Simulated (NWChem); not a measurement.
Program: NWChem. System: Cl2Te, charge 0, spin multiplicity 1, at a geometry optimised with PBE/def2-SVP with def2 effective core potentials on Te. The structure started from a generated list of species. Level: G0W0@PBE0/def2-QZVP with def2 effective core potentials on Te, RI basis def2-qzvp-rifit, no spin-orbit coupling.

Input file:

```
start mol
memory heap 200 mb stack 700 mb global 1700 mb
geometry units angstroms nocenter noautoz
  Te     0.000000     0.000000    -0.595538
  Cl     1.851395     0.000000     0.910822
  Cl    -1.851395     0.000000     0.910822
  symmetry group C2v
end
basis spherical
  * library def2-qzvp
end
ecp
  Te library def2-ecp
end
basis "ri basis" bse spherical
  * library def2-qzvp-rifit
end
dft
  xc pbe0
  iterations 100
  direct
  tolerances tight
end
task dft energy
gw
  method cdgw
  states alpha occ 4 vir 2
end
task dft gw
```

NWChem printed:

```
             Northwest Computational Chemistry Package (NWChem) 7.3.0
             --------------------------------------------------------

                                NWChem Input Module
                                -------------------

 Scaling coordinates for geometry "geometry" by  1.889725989
 (inverse scale =  0.529177249)

 Turning off AUTOSYM since
 SYMMETRY directive was detected!

                             Geometry "geometry" -> ""
                             -------------------------

 Output coordinates in angstroms (scale by  1.889725989 to convert to a.u.)

  No.       Tag          Charge          X              Y              Z
 ---- ---------------- ---------- -------------- -------------- --------------
    1 Te                  52.0000     0.00000000     0.00000000    -0.59553800
    2 Cl                  17.0000     1.85139500     0.00000000     0.91082200
    3 Cl                  17.0000    -1.85139500     0.00000000     0.91082200

 Effective nuclear repulsion energy (a.u.)     433.2860812863

            Nuclear Dipole moment (a.u.)
            ----------------------------
        X                 Y               Z
 ---------------- ---------------- ----------------
     0.0000000000     0.0000000000    -0.0000529123

      Symmetry information
      --------------------

 Group name             C2v
 Group number             16
 Group order               4
 No. of unique centers     2

      Symmetry unique atoms

     1    2


 Summary of "ao basis" -> "" (spherical)
 ------------------------------------------------------------------------------
       Tag                 Description            Shells   Functions and Types
 ---------------- ------------------------------  ------  ---------------------
 *                         def2-qzvp                  on all atoms

 Summary of "ri basis" -> "" (spherical)
 ------------------------------------------------------------------------------
       Tag                 Description            Shells   Functions and Types
 ---------------- ------------------------------  ------  ---------------------
[...]
         368.388559639757           0.000000000000           0.000000000000
           0.000000000000        1224.454444683045           0.000000000000
           0.000000000000           0.000000000000         856.065885043288

     Multipole analysis of the density
     ---------------------------------

     L   x y z        total         alpha         beta         nuclear
     -   - - -        -----         -----         ----         -------
     0   0 0 0     -0.000000    -29.000000    -29.000000     58.000000

     1   1 0 0     -0.000000     -0.000000     -0.000000      0.000000
     1   0 1 0     -0.000000     -0.000000     -0.000000      0.000000
     1   0 0 1     -0.812518    -16.161884    -16.161884     31.511249

     2   2 0 0    -38.971784   -227.572804   -227.572804    416.173825
     2   1 1 0      0.000000      0.000000      0.000000      0.000000
     2   1 0 1      0.000000      0.000000      0.000000      0.000000
     2   0 2 0    -39.628876    -19.814438    -19.814438      0.000000
     2   0 1 1     -0.000000     -0.000000     -0.000000      0.000000
     2   0 0 2    -36.179634    -83.651452    -83.651452    131.123270

 Task  times  cpu:       75.0s     wall:       75.0s

                                NWChem Input Module
                                -------------------

                                 NWChem GW Module
                                 ----------------

                             ***********************
                             ***        GW       ***
                             ***********************

 Summary of "ri basis" -> "ri basis" (spherical)
 ------------------------------------------------------------------------------
       Tag                 Description            Shells   Functions and Types
 ---------------- ------------------------------  ------  ---------------------
 Te                     def2-qzvp-rifit             50      276   10s10p9d8f6g5h2i
 Cl                     def2-qzvp-rifit             41      167   12s10p9d6f3g1h

                 Memory Information
                 ------------------
          Available GA per process is          1699.6 MBs
          Available stack per process is        700.0 MBs
          Available heap per process is           0.1 MBs

          Peak memory in Initialization
              Peak GA per process is                 35.3 MBs
              Peak stack per process is               0.6 MBs
              Peak heap per process is               36.6 MBs
              Memory not in MA per process            0.0 MBs

          Peak memory in CDGW Calculation
              Peak GA per process is                 41.3 MBs
              Peak stack per process is               5.7 MBs
              Peak heap per process is                5.6 MBs
              Memory not in MA per process            0.0 MBs

          Computing 2-center integrals
          Computing Inverse Cholesky factor
          Computing 3-center integrals
          Computing Vxc

          Computing Sigma_x
          Computing W(iw) on the imaginary grid
          Solving quasiparticle equations

                  Alpha Orbitals
          State     Energy (eV)     Error (eV)
          -----------------------------------
@GW        26        -11.640           0.005
@GW        27        -11.606           0.005
@GW        28        -11.490           0.002
@GW        29         -8.909           0.002
@GW        30         -1.323           0.005
@GW        31         -1.119           0.004

     GW Timing Statistics
   ------------------------
   Init.   :          0.3s
     ERIs  :          5.1s
     Distr.:          0.1s
     Vxc   :          8.1s
   Vmo     :          0.0s
   iW      :          8.0s
   I_n     :          0.0s
   R_n     :          0.7s
   GW total:         22.2s

 Task  times  cpu:       22.2s     wall:       22.2s

 Total times  cpu:       97.2s     wall:       97.2s
```
